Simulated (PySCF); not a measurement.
PySCF job for TaOF₃, SMILES [O]=[Ta]([F])([F])[F], multiplicity 1, PBE-D3(BJ)/def2-SVP. The structure is a stationary point at PBE-D3(BJ)/def2-SVP. The multiplicity is an assumed one; other spin states were not compared. The isomer is the one that the SMILES or the coordinates give; other isomers of the formula were not compared. The def2 effective core potentials stand for the cores of Ta; spin–orbit coupling is left out.

```python
import numpy as np
from pyscf import gto, scf, dft, df
from pyscf.hessian import thermo

mol = gto.M(
    atom='''
    Ta   -0.00000000    0.00000000   -0.00553072
    O    -0.00000001   -0.00000002   -1.73377736
    F    -1.56714968   -0.90479429    0.52866526
    F     0.00000000    1.80958858    0.52866523
    F     1.56714969   -0.90479428    0.52866524
    ''',
    basis='def2-SVP',
    ecp={'Ta': 'def2-svp'},
    charge=0,
    spin=0,
    max_memory=1600,
    verbose=3,
)
mf = dft.RKS(mol, xc='pbe').density_fit(auxbasis='def2-universal-jkfit')
mf.disp = 'd3bj'
mf.grids.level = 3
mf.conv_tol = 1e-11
mf.max_cycle = 100
mf.kernel()

# [left out here: the lines that compute and print the analytic Hessian (its translational invariance restored by hand, since the grid's response is missing), thermochemistry and intensities]
```

Output:

```
converged SCF energy = -431.454843417848

WARN: DFTD3 does not support analytical Hessian, using finite difference


WARN: Mole.unit (angstrom) is changed to Bohr

Mode                                 0                   1                   2
Irrep
Freq [cm^-1]                      159.1564            159.1797            183.6375
Reduced mass [au]                  20.5641             20.5642             22.4707
Force const [Dyne/A]                0.3069              0.3070              0.4465
Char temp [K]                     228.9906            229.0242            264.2135
Normal mode                   x     y     z       x     y     z       x     y     z
       0  Ta                -0.02 -0.00  0.00    0.00 -0.02 -0.00    0.00 -0.00  0.03
       1   O                 0.01  0.00  0.00   -0.00  0.01 -0.00    0.00  0.00  0.04
       2   F                 0.01 -0.09 -0.03   -0.09  0.12 -0.02   -0.04 -0.02 -0.11
       3   F                 0.17 -0.00  0.00   -0.00 -0.04  0.03   -0.00  0.04 -0.11
       4   F                 0.01  0.09  0.03    0.09  0.12 -0.02    0.04 -0.02 -0.11
Mode                                 3                   4                   5
Irrep
Freq [cm^-1]                      253.3341            253.3775            683.8700
Reduced mass [au]                  17.7992             17.7993             19.4821
Force const [Dyne/A]                0.6730              0.6733              5.3682
Char temp [K]                     364.4914            364.5538            983.9367
Normal mode                   x     y     z       x     y     z       x     y     z
       0  Ta                 0.00  0.02  0.00    0.02 -0.00  0.00   -0.00  0.00  0.01
       1   O                -0.00 -0.20  0.00   -0.20  0.00  0.00    0.00 -0.00 -0.00
       2   F                -0.00 -0.00 -0.05   -0.00 -0.00 -0.09    0.11  0.06 -0.04
       3   F                -0.00 -0.00  0.11   -0.00  0.00 -0.00    0.00 -0.12 -0.04
       4   F                 0.00 -0.00 -0.05   -0.00  0.00  0.09   -0.11  0.06 -0.04
Mode                                 6                   7                   8
Irrep
Freq [cm^-1]                      688.7103            688.7109            985.1457
Reduced mass [au]                  21.8467             21.8467             17.3067
Force const [Dyne/A]                6.1053              6.1053              9.8961
Char temp [K]                     990.9008            990.9016           1417.4054
Normal mode                   x     y     z       x     y     z       x     y     z
       0  Ta                 0.02  0.02 -0.00    0.02 -0.02  0.00    0.00 -0.00  0.02
       1   O                -0.01 -0.01 -0.00   -0.01  0.01  0.00   -0.00  0.00 -0.24
       2   F                -0.14 -0.08  0.04   -0.04 -0.02  0.01   -0.01 -0.00 -0.00
       3   F                -0.00 -0.12 -0.03   -0.00  0.12  0.03   -0.00  0.01 -0.00
       4   F                -0.04  0.02 -0.01   -0.14  0.08 -0.04    0.01 -0.00 -0.00
temperature 298.1500 [K]
pressure 101325.00 [Pa]
Rotational constants [GHz] 3.21205 3.21205 2.70782
Symmetry number 3
Zero-point energy (ZPE) 0.00924 [Eh]   24255.017 [J/mol]
                           tot       elec      trans        rot        vib
Entropy [J/mol/K]       330.732      0.000    177.803    103.184     49.744
Cv [J/mol/K]             75.642      0.000     12.472     12.472     50.698
Cp [J/mol/K]             83.956      0.000     20.786     12.472     50.698
Internal energy [J/mol]                      3718.434   3718.434  32652.280
Internal energy [Eh]   -431.43957  -431.45484
Enthalpy [J/mol]                             6197.391   3718.434  32652.280
Enthalpy [Eh]          -431.43863
Gibbs free energy [J/mol]                  -46814.542 -27045.996  17820.968
Gibbs free energy [Eh] -431.47619
mode   freq/cm-1   IR/(km/mol)
   1      159.16        10.042
   2      159.18        10.043
   3      183.64        12.010
   4      253.33         8.776
   5      253.38         8.776
   6      683.87        38.386
   7      688.71       112.526
   8      688.71       112.526
   9      985.15       101.365
max |gradient| / (hartree/bohr): 0.00015298165354580683
APT charges: [ 2.4013 -0.693  -0.5695 -0.5694 -0.5695]
```

The run converged.
